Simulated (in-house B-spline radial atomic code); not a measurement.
Configurations of Xe V (Xe4+), with energies counted from [Kr] 4d10 5s2 (5p1/2)2. Level of theory: Dirac-Hartree-Fock, average of each configuration as written, Fermi nucleus of rms radius 4.7859 fm; calculated with a B-spline radial code for spherical atoms. Energies include first-order Breit, QED and recoil terms.

Occupations are held fixed; configurations that lie above the ionisation limit could autoionise.

```json
{"configuration": "[Kr] 4d10 5s2 (5p1/2)1 (5p3/2)1", "E - E(ref) (eV)": "1.0836", "highest orbital": "5p3/2", "its <r> (bohr)": "1.978"}
{"configuration": "[Kr] 4d10 5s2 (5p3/2)1 (8d3/2)1", "E - E(ref) (eV)": "46.556", "highest orbital": "8d3/2", "its <r> (bohr)": "11.39"}
{"configuration": "[Kr] 4d10 5s1 (5p1/2)2 (8d3/2)1", "E - E(ref) (eV)": "57.638", "highest orbital": "8d3/2", "its <r> (bohr)": "11.33"}
{"configuration": "[Kr] (4d3/2)3 (4d5/2)6 5s2 (5p3/2)2 (9f5/2)1", "E - E(ref) (eV)": "115.48", "highest orbital": "9f5/2", "its <r> (bohr)": "19.3"}
{"configuration": "[Ar] (3d3/2)4 (3d5/2)5 4s2 4p6 4d10 5s2 (5p1/2)2 6s1", "E - E(ref) (eV)": "695.59", "highest orbital": "6s1/2", "its <r> (bohr)": "3.44"}
{"configuration": "[Ar] (3d3/2)4 (3d5/2)5 4s2 4p6 4d10 5s2 (5p3/2)2 (7g9/2)1", "E - E(ref) (eV)": "723", "highest orbital": "7g9/2", "its <r> (bohr)": "12.51"}
```

Question: Order these further configurations by energy, lowest first.
A. [Kr] 4d10 5s2 (5p1/2)1 (5g7/2)1
B. [Kr] 4d10 5s2 (5p1/2)1 (6d5/2)1
C. [Ar] (3d3/2)4 (3d5/2)5 4s2 4p6 4d10 5s2 (5p1/2)2 (6p3/2)1
D. [Kr] (4d3/2)3 (4d5/2)6 5s2 (5p3/2)2 (9g9/2)1
E. [Ar] (3d3/2)3 (3d5/2)6 4s2 4p6 4d10 5s2 (5p1/2)2 (5f5/2)1

Answer: B (34.605 eV), A (39.518 eV), D (116.21 eV), C (700.65 eV), E (720.09 eV).

Question: How far above the reference does [Kr] (4d3/2)3 (4d5/2)6 5s2 (5p3/2)2 (5f5/2)1 lie?

Answer: 101.88 eV; its least bound orbital is 5f5/2 with <r> = 4.206 bohr.

Question: How far above the reference does [Ar] (3d3/2)4 (3d5/2)5 4s2 4p6 4d10 5s2 (5p1/2)1 (5p3/2)1 (9f7/2)1 lie?

Answer: 722.62 eV; its least bound orbital is 9f7/2 with <r> = 19.16 bohr.
